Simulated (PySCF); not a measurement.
# Correlation energy of P³⁺ (phosphorus, charge +3)

[Ne] 3s2, closed-shell 1S. Computed with PySCF 2.14 in aug-cc-pCVTZ-DK with one added diffuse shell each of s, p, d, f type (9s8p6d4f, 91 functions), with scalar relativity by spin-free X2C-1e. Frozen: 1s2; 10 electrons correlated.

```csv
level,correlation energy (mhartree)
CCSD,-338.32
(T),-2.89
CCSD(T),-341.21
```

Diagnostics: T1 = 0.0037, D1 = 0.0113, largest double amplitude 0.105.

**Question.** Is a single reference adequate?

**Answer.** Mostly. T1 lies below 0.03, but a double amplitude of this size points to a near-degeneracy that CCSD handles and MP2 describes poorly.
